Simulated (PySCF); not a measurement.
Write Cartesian coordinates for `C[CH2][AlH2-][SbH3+]` as optimised with PBE0-D3(BJ)/def2-SVP.

```xyz
14
C2H10AlSb angstrom
C     -1.834    0.460   -0.561
C     -1.279   -0.532    0.459
Al     0.342   -1.532   -0.092
Sb     2.141    0.721   -0.196
H     -1.124    1.280   -0.771
H     -2.771    0.938   -0.228
H     -2.043   -0.024   -1.529
H     -2.044   -1.301    0.684
H     -1.099   -0.034    1.429
H      0.511   -1.937   -1.634
H      1.184   -2.344    1.003
H      1.546    2.277    0.150
H      3.489    0.835    0.834
H      2.975    1.178   -1.605
```

Orientation and origin are arbitrary. Atoms count from 1 in this order. Al3 (aluminium bonded to C, Sb and 2 H) has angles from 95.3° to 119.7°. Sb4 (antimony bonded to Al and 3 H) has angles from 95.3° to 123.1°.

Bonds between heavy atoms (Å): C1–C2 1.527, C2–Al3 1.982, Al3–Sb4 2.885.

Method used: PySCF 2.14.0, PBE0-D3(BJ)/def2-SVP geometry optimisation, gas phase, def2 core potentials past Kr.

Point group: C1 (no symmetry element, even within 0.4 Å). No PBE0-D3(BJ)/def2-SVP frequencies stand behind this structure, so it isn't proved a minimum. The numbers are those of one conformer (C1–C2–Al3–Sb4 66°).
